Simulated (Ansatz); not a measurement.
System: C7H13 (charge 0, doublet). It need not be the lowest isomer of its formula. 
Structure (B3LYP-D3(BJ)/def2-TZVP (Ansatz, a program for electronic structure) minimum search):
SMILES: C(/C(C)=C/C[CH2])C
```xyz
20

C      3.0404     0.8073    -0.1406
C      2.0751    -0.2109     0.3609
C      0.6802     0.3265     0.5146
C     -0.4135    -0.0096    -0.1725
C     -0.4451    -1.0364    -1.2706
C     -1.7361     0.6505     0.1323
C     -2.7966    -0.3131     0.6771
H      4.0967     0.7289     0.0783
H      2.7132     1.5815    -0.8209
H      2.4238    -0.5902     1.3293
H      2.0772    -1.0889    -0.2997
H      0.5794     1.0992     1.2723
H     -1.0037    -1.9254    -0.9654
H      0.5472    -1.3585    -1.5781
H     -0.9554    -0.6335    -2.1504
H     -1.5771     1.4558     0.8524
H     -2.1216     1.1171    -0.7819
H     -3.0421    -1.0941    -0.0442
H     -3.7196     0.2205     0.9110
H     -2.4446    -0.7980     1.5898
```
Charge 0, spin multiplicity 2.

Dipole moments at this geometry, in debye (magnitudes).

```json
[
 {"level": "BLYP/def2-TZVPD", "program": "Ansatz", "dipole (D)": "0.58"},
 {"level": "revPBE/def2-TZVPD", "program": "Ansatz", "dipole (D)": "0.56"},
 {"level": "B97M-V/def2-TZVPD", "program": "Ansatz", "dipole (D)": "0.56"},
 {"level": "B3LYP/def2-TZVPD", "program": "Ansatz", "dipole (D)": "0.54"},
 {"level": "r2SCANh/def2-TZVPD", "program": "Ansatz", "dipole (D)": "0.53"},
 {"level": "CAM-B3LYP/def2-TZVPD", "program": "Ansatz", "dipole (D)": "0.53"},
 {"level": "LC-wPBE/def2-TZVPD", "program": "Ansatz", "dipole (D)": "0.51"},
 {"level": "wB97M-V/def2-TZVPD", "program": "Ansatz", "dipole (D)": "0.54"},
 {"level": "wB97X-V/def2-TZVPD", "program": "Ansatz", "dipole (D)": "0.53"},
 {"level": "CCSD(T)/aug-cc-pVDZ", "program": "Ansatz", "dipole (D)": "0.48"}
]
```
